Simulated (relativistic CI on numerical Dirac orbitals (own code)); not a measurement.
Crystal-field levels of Mn⁶⁺, 3d

Calculated by Dirac-Coulomb-Breit CI, orbitals from a KLI potential per configuration, a model potential for QED, valence Slater integrals scaled by 0.75, one configuration in a parametric crystal field (own radial code).

Field parameters in Wybourne normalisation: Oh B⁴₀ = 21Dq, B⁴₄ = √(5/14) B⁴₀. The field is a parameter set, without covalency.

S is read from ⟨S²⟩ = S(S + 1).

Levels (cm⁻¹, degeneracy): 0 (4), 789 (2), 39080 (4).

(1) Which field gives this pattern?
A. Oh, 10Dq = 38800 cm⁻¹
B. Oh, 10Dq = 24700 cm⁻¹
C. Oh, 10Dq = 29400 cm⁻¹
D. Oh, 10Dq = 10600 cm⁻¹

Results:

(1) A. Oh, 10Dq = 38800 cm⁻¹, ground level with S = 0.50.
